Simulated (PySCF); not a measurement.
## Pb⁺: excitation energy

Pb⁺ [Xe] 4f14 5d10 6s2 6p1 (2P) → Pb⁺ [Xe] 4f14 5d10 6s1 6p1 7s1 (4P), as a difference of total energies. All numbers are calculated (PySCF 2.14, scalar relativity by spin-free X2C-1e, in aug-cc-pVQZ-DK3). The calculations carry no spin-orbit coupling.

```csv
method,excitation energy (eV)
UHF,13.190
M06,14.995
r2SCANh,14.851
```

The promoted electron is Rydberg-like, and one or two diffuse shells describe it only roughly, which tends to raise the upper state.
